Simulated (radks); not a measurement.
Results of a calculation; reference values are marked as such.
Task: Species: Ga4+. Configuration: [Ar] 3d8.5 4p0.5 (fractional occupations, a model configuration). Level of theory: scalar-relativistic Kohn-Sham, SCAN, spin-unpolarised, spherical densities, finite nucleus; meta-GGA in the generalised Kohn-Sham scheme; Fermi nuclear charge, rms radius 3.9973 fm (a radial shooting solver on a logarithmic mesh with Libxc functionals). Some entries of the table are withheld. Estimate them.

orbital  occ.  eigenvalue (eV)  <1/r> (bohr^-1)  <r> (bohr)
1s          2        -10326.35              (1)     0.04861
2s          2        -1341.573            6.863         (2)
2p          6        -1174.337              (3)      0.1907
3s          2        -217.0558              (4)      0.6433
3p          6        -165.5122            2.064      0.6653
3d        8.5         -81.7616            1.762         (5)
4p        0.5         -41.0903           0.6424       2.033

Result: 
(1) 1s <1/r> (bohr^-1): 31.30
(2) 2s <r> (bohr): 0.2175
(3) 2p <1/r> (bohr^-1): 6.715
(4) 3s <1/r> (bohr^-1): 2.210
(5) 3d <r> (bohr): 0.7270
